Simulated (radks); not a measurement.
The numbers below are computed, except where a source is named.
Trend from Lu to Hg: ionisation energy by Delta-SCF between NIST ground configurations, and size. Level of theory: scalar-relativistic Kohn-Sham, PBEsol, spin-polarised, spherical densities, finite nucleus; open shells are filled with parallel spins first (spin-orbit coupling, left out, can overturn this in heavy ions); Fermi nuclear charge, rms radius of each element as measured or else 0.836 A^(1/3) + 0.57 fm (a radial shooting solver on a logarithmic mesh with Libxc functionals).

| species | configuration | configuration of the ion | IE (eV) | NIST (eV) | kind | outermost | <r> outermost (bohr) | r at 0.001 e/bohr^3 (bohr) |
|---|---|---|---|---|---|---|---|---|
| Lu | [Xe] 4f14 5d1 6s2 | [Xe] 4f14 6s2 | 5.422 | 5.426 | exp. | 6s | 3.67 | 5.05 |
| Hf | [Xe] 4f14 5d2 6s2 | [Xe] 4f14 5d1 6s2 | 6.921 | 6.825 | exp. | 6s | 3.52 | 4.97 |
| Ta | [Xe] 4f14 5d3 6s2 | [Xe] 4f14 5d3 6s1 | 7.322 | 7.550 | exp. | 6s | 3.42 | 4.87 |
| W | [Xe] 4f14 5d4 6s2 | [Xe] 4f14 5d4 6s1 | 7.482 | 7.864 | exp. | 6s | 3.33 | 4.77 |
| Re | [Xe] 4f14 5d5 6s2 | [Xe] 4f14 5d5 6s1 | 7.613 | 7.834 | exp. | 6s | 3.25 | 4.68 |
| Os | [Xe] 4f14 5d6 6s2 | [Xe] 4f14 5d6 6s1 | 8.402 | 8.438 | exp. | 6s | 3.09 | 4.60 |
| Ir | [Xe] 4f14 5d7 6s2 | [Xe] 4f14 5d7 6s1 | 9.048 | 8.967 | exp. | 6s | 2.96 | 4.51 |
| Pt | [Xe] 4f14 5d9 6s1 | [Xe] 4f14 5d9 | 9.552 | 8.959 | exp. | 6s | 2.88 | 4.33 |
| Au | [Xe] 4f14 5d10 6s1 | [Xe] 4f14 5d10 | 9.624 | 9.226 | exp. | 6s | 2.84 | 4.26 |
| Hg | [Hg] | [Xe] 4f14 5d10 6s1 | 10.508 | 10.438 | exp. | 6s | 2.68 | 4.30 |

Reference values: NIST Atomic Spectra Database (exp. = measured, semi-emp. = semi-empirical, theory = theoretical value adopted there). Open shells are spherical and high-spin; term and fine-structure splittings are not resolved. Spin-orbit splitting is averaged out at the scalar-relativistic level.
